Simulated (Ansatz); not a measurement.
`C[Se][GaH][Cl]` + H₂ → `[Cl][GaH2]` + `C[SeH]` at 700 K and 1 bar (hydrogenolysis of a Ga–Se bond).

Isolated molecules relaxed with PBE0-D4/def2-TZVP in Ansatz; ΔE leaves out vibrations. CBS: MP2 limit from def2 TZ/QZ plus the TZ coupled-cluster correction, frozen cores. This one scheme is used for every species. For Ga, Se outer-core shells are correlated without core-valence functions, which leaves a few kJ/mol of doubt a bond. Scalar relativity is left out up to krypton. Each species was taken in one conformer, which may not be the lowest.

| species | CCSD(T)/CBS energy (Eh) | H − E (kJ/mol) | S (J/(mol·K)) |
| --- | --- | --- | --- |
| `C[Se][GaH][Cl]` | -4824.97287 | 190.8 | 473.1 |
| H₂ | -1.17544 | 46.8 | 155.3 |
| `[Cl][GaH2]` | -2384.95520 | 74.2 | 315.7 |
| `C[SeH]` | -2441.15625 | 157.6 | 325.3 |

H − E and S are ideal-gas, rigid-rotor, harmonic terms from PBE0-D4/def2-TZVP, for one conformer and one mirror image of each species. The MP2-based limit puts H₂ 0.8 mEh under its directly extrapolated value; such offsets cancel only in part. 1 Eh = 2625.50 kJ/mol, R = 8.31446 J/(mol·K).

Problem. By hand: ΔE, ΔH, ΔS and ΔG.

Solution. ΔE = (-2384.95520) + (-2441.15625) − (-4824.97287) − (-1.17544) = 0.03686 Eh = 96.8 kJ/mol. Δ(H − E) = 74.2 + 157.6 − 190.8 − 46.8 = -5.8, so ΔH = 91.0 kJ/mol. ΔS = 315.7 + 325.3 − 473.1 − 155.3 = 12.6 J/(mol·K). ΔG = 91.0 − 700 × (12.6)/1000 = 82.2 kJ/mol.

Problem. By hand: the equilibrium constant, and the temperature at which ΔG would vanish if ΔH and ΔS stayed fixed.

Solution. log₁₀ K = −ΔG/(RT ln 10) = -6.1. ΔG = 0 at ΔH/ΔS = 7222 K, far beyond where these terms or the molecules hold.

The number of gas molecules stays the same, so ΔS is small and ΔH decides. A doubt of 5 kJ/mol in ΔE shifts log₁₀ K by 0.4 here. Other conformers and mirror images would add mixing entropy, several J/(mol·K) or more a flexible species. Modes under 60 cm⁻¹, often nearly free rotors, make the harmonic entropy too high. These are equilibria of isolated gas molecules and say nothing of rates. Largest T1 diagnostic: 0.012 (customary marks: 0.02 for closed shells, 0.045 for open ones).
